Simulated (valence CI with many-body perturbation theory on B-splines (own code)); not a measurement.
## Sm XXIV: fill in the table

Computed by valence CI with perturbative core correlation (CI+MBPT): three valence electrons over a frozen Dirac-Fock core [Kr], radial functions for each j: 7 s, 7 p, 8 d, 6 f, 4 g, 1 h, with the one-electron correlation potential Σ1, the two-electron term Σ2, the three-electron term Σ3, Breit, model QED; selected CI, second order for the rest, scaled by the run's own slope (own B-spline code, finite nucleus).

No measured levels were compared; by estimate terms of the open shell hold to 2 to 4 % of their energy, and close levels can change places. The list stops below the first excitations out of the core.

```csv
Level,E (cm⁻¹)
(4d3/2^3) J=3/2,0.0
(4d3/2^2 4d5/2) J=5/2 [a],35575
(4d3/2^2 4d5/2) J=3/2,53722
(4d3/2^2 4d5/2) J=7/2,54044
(4d3/2^2 4d5/2) J=9/2,?
(4d3/2^2 4d5/2) J=1/2,62877
(4d3/2 4d5/2^2) J=7/2 [a],95589
(4d3/2^2 4d5/2) J=5/2 [b],95853
(4d3/2 4d5/2^2) J=9/2,101310
(4d3/2 4d5/2^2) J=3/2 [a],?
(4d3/2 4d5/2^2) J=1/2,118700
(4d3/2 4d5/2^2) J=11/2,?
(4d3/2 4d5/2^2) J=5/2 [a],?
(4d3/2 4d5/2^2) J=5/2 [b],?
(4d3/2 4d5/2^2) J=7/2 [b],?
(4d5/2^3) J=9/2,157230
(4d5/2^3) J=3/2,166140
(4d3/2 4d5/2^2) J=3/2 [b],204020
(4d5/2^3) J=5/2,216850
```

Levels are named by their leading jj configuration (3d3/2^4 stands for four electrons in 3d with j = 3/2), which in mixed levels can hold well under half, so a name can repeat and another be missing. Letters in brackets count levels of one name in rising energy.

(1) The levels stand in rising order. What does the calculation give for the missing energies?

## Answers

(1) (4d3/2^2 4d5/2) J=9/2 60139; (4d3/2 4d5/2^2) J=3/2 [a] 113010; (4d3/2 4d5/2^2) J=11/2 124120; (4d3/2 4d5/2^2) J=5/2 [a] 131790; (4d3/2 4d5/2^2) J=5/2 [b] 138600; (4d3/2 4d5/2^2) J=7/2 [b] 145370.
